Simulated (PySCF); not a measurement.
Theory: GFN2-xTB geometry, shieldings: GIAO PBE0/pcSseg-1, in PySCF 2.14 (one averaged value for each set of equivalent atoms, in vacuum, relativity neglected, one computed conformer).

Scale: 1H (31.72 ppm), 13C (186.93 ppm) against TMS (reference shieldings calculated alike). Shifts are as computed. Against solution values, carbons near 30 ppm lie about +3 ppm off and those near 130 ppm about +5 ppm (rms about the fit 2.1 ppm; single classes can miss by 10 ppm). Of 1328 compounds with measured shifts, 309 miss one by over three times the rms of a fit or turn the order of signals round; such compounds aren't used in these exercises. Signals without a measured value on file couldn't be tested in this way; 1H shifts scatter by 0.2 ppm about their fit, and single ones miss by 0.5 ppm. OH and NH positions are gas-phase values without hydrogen bonding to other molecules.

Task: Order these molecules by the shift of their most shielded carbon-bound hydrogen, lowest δ first.
A. C=CCCN(C)C
B. FC(F)OC1=CCNC1
C. C=C(C)O[SiH2]NC
D. C=C(C)[C@H](C)NC

Result: D (1.20 ppm, hydrogen on a methyl carbon), C (1.86 ppm, hydrogen on an allylic methyl carbon), A (2.18 ppm, hydrogen on an allylic sp3 CH2), B (3.87 ppm, hydrogen on an allylic sp3 CH2 bonded to N).

Task: Order these molecules by the shift of their most shielded carbon, lowest δ first.
A. FC(F)OC1=CCNC1
B. C=CCCN(C)C
C. C=C(C)[C@H](C)NC

Result: C (16.9 ppm, allylic methyl carbon), B (28.7 ppm, allylic sp3 CH2), A (57.0 ppm, allylic sp3 CH2 bonded to N).

Task: How many 13C and 1H signals does each give (equivalence by symmetry and fast rotation, but not about amide C–N or C=N bonds)? `CC(C)=CCCN`, `FC(F)OC1=CCNC1`, `C=C(C)[C@H](C)NC`, `C=CCCN(C)C`, `C=C(C)O[SiH2]NC`

Result: CC(C)=CCCN: 6 C, 6 H; FC(F)OC1=CCNC1: 5 C, 5 H; C=C(C)[C@H](C)NC: 6 C, 7 H; C=CCCN(C)C: 5 C, 6 H; C=C(C)O[SiH2]NC: 4 C, 6 H.
